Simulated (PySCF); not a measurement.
An unknown is described by computed data only.

Formula: C4H11B.

- Valence photoelectron: vertical ionisation energy: 10.75 eV [ΔSCF CAM-B3LYP/def2-SVPD]
- Polarisability: 64.8 au [CAM-B3LYP/def2-SVPD]
- UV, first state: lowest singlet excitation: 5.73 eV (217 nm, f = 0.000) [TDDFT CAM-B3LYP/def2-SVPD]
- Rotational structure: rotational constants A, B, C: 6.220, 3.812, 3.102 GHz [PBE0-D3(BJ)/def2-SVP]
- NMR, other nuclei: isotropic shieldings of nuclei other than C and H, by class: 10 (1 B) ppm [GIAO PBE0/pcSseg-1]
- Dipole: 0.76 D [CAM-B3LYP/def2-SVPD]
- Couplings: largest of the computed one-bond spin–spin couplings (means over like bonds): 11B–1H +133.4 (×2), 13C–1H +131.4 (×6), 13C–1H +131.2, 13C–1H +115.9 (×2), 13C–11B +51.7, 13C–13C +36.9, 13C–13C +36.6 (×2) Hz [B3LYP/pcJ-1, spin–dipole term left out for some pairs]
- 13C NMR: chemical shifts (computed TMS as zero) by class: 44.9 (1 C), 26.4 (1 C), 24.2 (2 C) ppm [GIAO PBE0/pcSseg-1]
- XPS: B1s 196.1, C1s 290.1, C1s 290.4 (×2), C1s 290.5 eV [ΔSCF SCAN, pcX-2 on the ionised atom, pcseg-1 elsewhere, spin-free X2C]

The electronic properties come from PySCF, for the isolated species, density fitting. Levels stand in brackets. Isolated species at its PBE0-D3(BJ)/def2-SVP geometry (one conformer only). Each NMR value is the plain mean over a class of atoms that symmetry, rotation or inversion makes alike.

Task: Propose a structure and show how it fits.

Result: 4 carbons fall into 3 classes; from least to most shielded: carbon bonded to B, C and 2 H (44.9 ppm), carbon bonded to 3 C and H (26.4 ppm), carbon bonded to C and 3 H (24.2 ppm, 2 C). The other shieldings belong to: 10 ppm, boron bonded to C and 2 H. The couplings run between: +133.4 Hz, boron bonded to C and 2 H and its hydrogen (with 1 like pair); +131.4 Hz, carbon bonded to C and 3 H and its hydrogen (with 5 like pairs); +131.2 Hz, carbon bonded to 3 C and H and its hydrogen; +115.9 Hz, carbon bonded to B, C and 2 H and its hydrogen (with 1 like pair); +51.7 Hz, carbon bonded to B, C and 2 H and boron bonded to C and 2 H; +36.9 Hz, carbon bonded to B, C and 2 H and carbon bonded to 3 C and H; +36.6 Hz, carbon bonded to 3 C and H and carbon bonded to C and 3 H (with 1 like pair). The core levels belong to: B1s 196.1 eV, boron bonded to C and 2 H; C1s 290.1 eV, carbon bonded to B, C and 2 H; C1s 290.4 eV, carbon bonded to C and 3 H; C1s 290.5 eV, carbon bonded to 3 C and H. The hole state at 196.1 eV has ⟨S²⟩ = 0.83 against 0.75, so that value is less sure. By its constants the optimised geometry is an asymmetric top. Structure: `BCC(C)C` (BH2(iBu)). Computed isomers that give other values at the same levels: `CBCCC` (rotational constant A: 12.101 GHz; this holds for the one conformer computed); `BC(C)(C)C` (rotational constant A: 4.811 GHz; this holds for the one conformer computed). The assignments are read from this structure; whether some other isomer fits the data as well wasn't checked.
